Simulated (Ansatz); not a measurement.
CeO2, singlet, at a GFN2-xTB geometry (such geometries of metal compounds can be far from the true shape) (core potentials on Ce).

The Ansatz (a program for electronic structure) input:
Ansatz 0.2 input:
```yaml
crystal:
  periodic: [false, false, false]
  atoms:
    - {symbol: Ce, position_ang: [-0.16924966, 0.08770245, -0.18012469]}
    - {symbol: O, position_ang: [1.87597302, -0.06772443, -0.41145043]}
    - {symbol: O, position_ang: [-0.64891296, -0.56811834, 1.71735447]}
basis:
  gaussian:
    orbitals: def2-SV_P_.json
hamiltonian:
  xc: {name: BHLYP}
```
The basis file holds def2-SV(P) in the JSON format of the Basis Set Exchange.

Task: What total energy does Ansatz with BHLYP/def2-SV(P) give?

Result: -625.127559 Ha

Task: What number of basis functions does BHLYP/def2-SV(P) give?

Result: 97
